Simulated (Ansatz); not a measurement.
FH6N3Si, SMILES `N[Si](N)(N)F`, relaxed with RKS PBE-D4/def2-SVP in the Gaussian-basis code of Ansatz from a rough embedded geometry. The force threshold is 0.03 eV/Å; the program also tests the step.

Total charge 0; spin multiplicity 1.

Start:

```xyz
11

N     0.072    0.136    1.492
Si   -0.457   -0.007   -0.054
N     0.357    1.196   -0.766
N     0.353   -1.352   -0.645
F    -2.001   -0.020   -0.300
H    -0.762   -0.242    2.078
H     0.764   -0.556    1.602
H     1.025    1.548   -0.133
H    -0.291    2.027   -0.924
H    -0.222   -1.737   -1.322
H     1.163   -0.992   -1.028
```

```
step  energy (eV)  largest force (eV/Å)  largest move (Å)
   1  -15144.2757                 6.024             0.000
   2  -15145.7682                 2.349             0.176
   3  -15146.1797                 0.517             0.196
   4  -15146.2593                 0.592             0.127
   5  -15146.4184                 0.584             0.200
   6  -15146.4998                 0.271             0.200
   7  -15146.5063                 0.160             0.032
   8  -15146.5064                 0.265             0.068
   9  -15146.5105                 0.024             0.041
```

End:

```xyz
11

N     0.042   -0.157    1.647
Si   -0.285   -0.003   -0.042
N     0.364    1.487   -0.623
N     0.415   -1.330   -0.899
F    -1.922   -0.018   -0.286
H    -0.614    0.209    2.339
H     0.454   -1.038    1.960
H     0.732    2.137    0.074
H    -0.080    1.985   -1.397
H    -0.134   -2.170   -1.090
H     1.029   -1.103   -1.683
```

It took 10 s on 4 threads of a server CPU on a shared host, with 0.16 GiB of host memory at the peak.
